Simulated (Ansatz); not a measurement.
Species: C₄H₅GeS, net charge -1, singlet state. It need not be the lowest isomer of its formula. Whether it binds its extra electron was not tested at this geometry. 
Structure (B3LYP-D3(BJ)/def2-TZVP (Ansatz, a first-principles code) minimum search):
```xyz
11

Ge    -1.6747     0.0236     0.3899
C      0.2077     0.0849     0.0872
C      1.1497     0.7205     0.8696
C      2.4811     0.5851     0.3794
C      2.6650    -0.1489    -0.7924
S      1.0750    -0.6587    -1.2437
H     -2.5233     0.6360    -0.7610
H     -2.2430    -1.4136     0.5668
H     -2.0684     0.8023     1.6751
H      0.8887     1.2688     1.7709
H      3.3171     1.0409     0.9065
```
Charge -1, spin multiplicity 1.

Basis-set convergence of Hartree-Fock and MP2 correlation energies (hartree) with Ansatz. Valence correlation only, unless marked. No spin-orbit coupling. The frozen core is the preceding noble-gas configuration, with the filled d and f shells of earlier blocks. Non-relativistic. This anion needs diffuse functions, which these sets lack.

```
basis       functions        E(HF)  E(corr, MP2)
----------  ---------  -----------  ------------
def2-SVP          131  -2626.69833      -0.75783
def2-TZVPP        284  -2627.27957      -0.94427
def2-QZVPP        537   (withheld)    (withheld)
```

Fill in the missing entries.


- def2-QZVPP, E(HF): -2627.34033
- def2-QZVPP, E(corr, MP2): -1.00973
